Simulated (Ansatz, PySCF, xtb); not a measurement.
Energy difference 5 R1 + R2 → 3 P1 + P2 + 2 P3, each structure at its B3LYP-D3(BJ)/def2-SVP stationary point, reached from a drawn start (curvature not checked).
P1: CH4 (SMILES C), charge 0, multiplicity 1.
R1: H2 (SMILES [H][H]), charge 0, multiplicity 1.
P2: H2O (SMILES O), charge 0, multiplicity 1.
P3, SiH4 (SMILES [SiH4]) (charge 0, multiplicity 1):
```xyz
5

Si     0.0000     0.0000     0.0000
H      0.8605     0.8605     0.8605
H     -0.8605    -0.8605     0.8605
H     -0.8605     0.8605    -0.8605
H      0.8605    -0.8605    -0.8605
```
R2: C3H12OSi2 (SMILES C[Si](C)(C)O[SiH3]), charge 0, multiplicity 1.

P less R. No zero-point or thermal terms. One arrangement of each flexible species, with no search for the lowest.

Run with Ansatz (a program for electronic structure) with Gaussian orbitals; PySCF for M06-2X and the D3/D4 terms; xtb for the GFN methods. No computed number here is a measurement.

Estimate the reaction energy that BLYP-D4/def2-TZVPP returns for this input.

90 kJ/mol

What is the computed reaction energy (M06-2X/def2-TZVPP)?

111 kJ/mol

Predict the reaction energy from GFN2-xTB.

-139 kJ/mol
